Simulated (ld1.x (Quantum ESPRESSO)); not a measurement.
LDA (PZ) RRKJ dataset for Cl (Z = 17), scalar-relativistic all-electron reference.

ld1.x (Quantum ESPRESSO) 7.5 input, shortened:

```
&input
   title='Cl', zed=17., rel=1, dft='PZ', iswitch=3,
   config='[Ne] 3s2 3p5 3d-2'
 /
 &inputp
   pseudotype=2, tm=.false., lloc=0,
   nlcc=.true., new_core_ps=.true., rcore=0.85
 /
3
3P  2  1   5.00   0.00  1.20  1.20  0.0
3D  3  2  -2.00   0.25  1.10  1.10  0.0
3S  1  0   2.00   0.00  1.15  1.15  0.0
 &test
   configts(1)='3s2 3p5'
 /
```

All-electron outer shells of the reference configuration (LDA (PZ), scalar-relativistic, ld1.x):

```csv
shell,level (eV),outermost node (bohr),outermost maximum (bohr)
2s,-251.73,0.12,0.36
2p,-191.63,–,0.30
3s,-20.69,0.56,1.27
3p,-8.70,0.53,1.43
```

(1) Estimate the cutoffs (Ry, on a coarse ladder) from which the occupation-weighted sum of valence levels, in a spherical-Bessel basis at the reference potential, stays within 10 and 1 mRy of its value at 400 Ry.

(2) Does the potential have ghost states?

(3) Which valence shell sets the plane-wave cutoff?

(4) Tests: 3s2 3p4; 3s2 3p3; 3s2 3p2; 3s2 3p4.5; 3s1 3p6; 3s1 3p5; 3s2 3p5.3. Which has the largest error in its energy relative to the reference configuration, and how large is it?

Results:

(1) 55 Ry and 110 Ry.

(2) No extra level below or beside the all-electron valence levels (p, d, s, f tested).

(3) 3s: its level needs 70 Ry to come within 1 mRy, against 40 Ry for 3p.

(4) 3s2 3p2, with +88 meV (all-electron minus pseudo) on +77.89 eV.
